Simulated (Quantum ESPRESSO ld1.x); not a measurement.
Results of a calculation; reference values are marked as such.
Problem. The aim is neutral lithium in [He] 2s1. What will ld1.x (Quantum ESPRESSO 7.5) do with this input?

```
 &input
    zed=3.0,
    iswitch=1,
    rel=0,
    dft='PBESOL',
    config='[He] 2s1',
    verbosity='high',
    beta=2.0,
    prefix='ld1',
    max_out_wfc=37,
    file_charge='ld1.rho',
 /
```

Solution. Harmless. The Broyden-type mixing copes: 15 iterations against 23, same energy.

Output (excerpt):

```
     Program LD1 v.7.5 starts

     --------------------------- All-electron run ----------------------------

     atomic number is  3.00
     dft =PBESOL   lsd =0 sic =0 latt =0  beta=2.00 tr2=1.0E-14
     Exchange-correlation= PBESOL
                           (   1   4  10   8   0   0   0)
     mesh =1589 r(mesh) = 100.02175 a.u. xmin = -7.00 dx = 0.00800
     1 Ry =  13.60569312 eV

     n l     nl                  e(Ry)          e(Ha)          e(eV)
     1 0     1S 1( 2.00)      -3.775506667      -1.887753334    -51.3683851
     2 0     2S 1( 1.00)      -0.207393268      -0.103696634     -2.8217292

     final scf error:  8.3E-15 reached in  15 iterations

     Etot =     -14.774060 Ry,      -7.387030 Ha,    -201.011329 eV

     Ekin =      14.654230 Ry,       7.327115 Ha,     199.380952 eV
     Encl =     -34.018855 Ry,     -17.009427 Ha,    -462.850098 eV
     Eh   =       8.018684 Ry,       4.009342 Ha,     109.099755 eV
     Exc  =      -3.428119 Ry,      -1.714060 Ha,     -46.641938 eV
```

Run on one thread of a shared host, so times are rough (Intel(R) Xeon(R) Processor @ 2.60GHz): 0.23 s of CPU time, 0.81 s wall, 15 iterations on 1589 mesh points, peak memory 31 MiB.
